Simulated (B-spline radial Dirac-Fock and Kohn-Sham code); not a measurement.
## What relativity does to the binding energies of Pd³⁰⁺

System: palladium as Pd³⁰⁺ in the configuration [Ne] 3s2 3p4.

Both columns are ΔSCF binding energies of the configuration average from a radial finite-basis atomic code: non-relativistic Hartree-Fock with a point nucleus, and Dirac-Fock with a finite nucleus and the Coulomb interaction alone, averaged over the two j levels with weights 2j+1.

```
shell  Hartree-Fock (eV)  Dirac-Fock (eV)  shift (eV)  shift (%)
   1s            25277.9          26012.5     +734.59      +2.91
   2s             4957.6           5144.8     +187.21      +3.78
   3s             1862.8           1914.7      +51.95      +2.79
   3p             1774.8           1795.2      +20.44      +1.15
```

Relativity binds 1s, 2s, 3s, 3p more strongly, among those listed most of all 2s in relative terms.

Values without a named source are computed, but for edge energies of neutral atoms, which are taken from tables.
